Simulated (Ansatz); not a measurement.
Isolated molecules relaxed with PBE0-D4/def2-TZVP in Ansatz; ΔE leaves out vibrations. CBS: MP2 limit from def2 TZ/QZ plus the TZ coupled-cluster correction, frozen cores. This one scheme is used for every species. DFT in def2-TZVPP. Each species was taken in one conformer, which may not be the lowest.

`B[SiH](O)F` + `BN` → `BNB` + `O[SiH2]F`  (cleavage of the B–Si bond)

CCSD(T)/CBS gives -135.5 kJ/mol.

Q: Another level gave -138.7 kJ/mol. Which?
A. MP2/def2-TZVPP
B. B2PLYP/def2-TZVPP
C. ωB97X-V/def2-TZVPP
D. revPBE-D4/def2-TZVPP

A: B. B2PLYP -138.7, ωB97X-V -131.3, MP2/def2-TZVPP -144.1, revPBE-D4 -122.3 kJ/mol.

Q: What do rigid-rotor, harmonic-oscillator terms from PBE0-D4/def2-TZVP frequencies (298.15 K, 1 bar) make of the CCSD(T)/CBS value? (An estimate is asked.)

A: The calculation gave: ΔZPE = +0.5 kJ/mol, ΔH = -137.6 kJ/mol, ΔS = -14 J/(mol·K), ΔG = -133.5 kJ/mol.

Largest T1 diagnostic among the species: 0.012.

From BLYP to BHLYP (50 % exact exchange), in def2-TZVPP and without D4, ΔE moves by −10.5 kJ/mol. Leaving LDA and LC-ωPBE aside and taking each functional with its dispersion term where it has one, the values, not all of them listed here, spread over 17.5 kJ/mol, from BHLYP-D4 to revPBE-D4. LDA lies −8.1 kJ/mol from PBE without D4. At CCSD(T), def2-SVP lies −9.0 kJ/mol from the extrapolated value and def2-TZVPP −0.3 kJ/mol.
